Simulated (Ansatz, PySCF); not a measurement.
Pair of molecules: CH4 (SMILES C) (first 5 atoms) with CH3NO (SMILES NC=O); geometry from B3LYP-D3(BJ)/def2-TZVP.
(charge 0, multiplicity 1):
```xyz
11

C     -0.01887     0.02547    -0.10358
H      0.69671     0.08020     0.71586
H      0.51196     0.02466    -1.05456
H     -0.60206    -0.89293    -0.02499
H     -0.68416     0.88923    -0.07214
N     -1.09269     0.06253     3.31590
C      0.11381     0.13948     3.92809
O      1.18151     0.17437     3.35858
H     -1.13857     0.03147     2.31000
H     -1.94385     0.03846     3.84850
H      0.02658     0.16794     5.02979
```

Basis-set superposition error: the interaction energy with monomers in their own basis, and in the dimer's basis (counterpoise).

Codes used: Ansatz (Gaussian orbitals); PySCF for 6-31G* rows. Values without a source in brackets are computed.

```tsv
level	uncorrected (meV)	counterpoise (meV)	difference
HF/6-31G*	-27.4	12.9	40.3
HF/aug-cc-pVDZ	-2.5	11.6	14.1
BLYP/def2-TZVPPD	11.2	14.1	2.8
revPBE/def2-TZVPPD	15.2	17.5	2.4
r2SCAN/def2-TZVPPD	-53.4	-51.5	1.9
B97M-V/def2-TZVPPD	-66.9	-65.2	1.7
B3LYP/6-31G*	-70.6	-9.9	60.6
B3LYP/def2-TZVPPD	-9.6	-7.4	2.3
B2PLYP/def2-TZVPPD	-35.2	-29.4	5.8
CCSD/aug-cc-pVDZ	-78.1	-39.6	38.5
```

The error is largest for B3LYP/6-31G* (60.6 meV) and smallest for B97M-V/def2-TZVPPD (1.7 meV).

Ansatz is a quantum-chemistry and plane-wave program.
